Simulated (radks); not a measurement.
Trend from Hf2+ to Hg2+: ionisation energy by Delta-SCF between NIST ground configurations, and size. Calculated with a radial shooting solver on a logarithmic mesh with Libxc functionals: scalar-relativistic Kohn-Sham, SCAN, spin-polarised, spherical densities, finite nucleus; open shells are filled with parallel spins first (spin-orbit coupling, left out, can overturn this in heavy ions); meta-GGA in the generalised Kohn-Sham scheme; Fermi nuclear charge, rms radius of each element as measured or else 0.836 A^(1/3) + 0.57 fm.

| species | configuration | configuration of the ion | IE (eV) | NIST (eV) | kind | -e(HOMO) (eV) |
|---|---|---|---|---|---|---|
| Hf2+ | [Xe] 4f14 5d2 | [Xe] 4f14 5d1 | 22.239 | 22.55 | theory | 17.297 (5d) |
| Ta2+ | [Xe] 4f14 5d3 | [Xe] 4f14 5d2 | 24.427 | 23 | theory | 19.230 (5d) |
| W2+ | [Xe] 4f14 5d4 | [Xe] 4f14 5d3 | 26.548 | 26.0 | semi-emp. | 21.095 (5d) |
| Re2+ | [Xe] 4f14 5d5 | [Xe] 4f14 5d4 | 28.628 | 27 | theory | 22.926 (5d) |
| Os2+ | [Xe] 4f14 5d6 | [Xe] 4f14 5d5 | 26.226 | 25 | theory | 20.872 (5d) |
| Ir2+ | [Xe] 4f14 5d7 | [Xe] 4f14 5d6 | 28.782 | 28 | theory | 23.027 (5d) |
| Pt2+ | [Xe] 4f14 5d8 | [Xe] 4f14 5d7 | 31.099 | 29 | theory | 25.069 (5d) |
| Au2+ | [Xe] 4f14 5d9 | [Xe] 4f14 5d8 | 33.332 | 30 | theory | 27.064 (5d) |
| Hg2+ | [Xe] 4f14 5d10 | [Xe] 4f14 5d9 | 35.548 | 34.49 | exp. | 29.030 (5d) |

Reference values: NIST Atomic Spectra Database (exp. = measured, semi-emp. = semi-empirical, theory = theoretical value adopted there). Open shells are spherical and high-spin; term and fine-structure splittings are not resolved. Spin-orbit splitting is averaged out at the scalar-relativistic level.
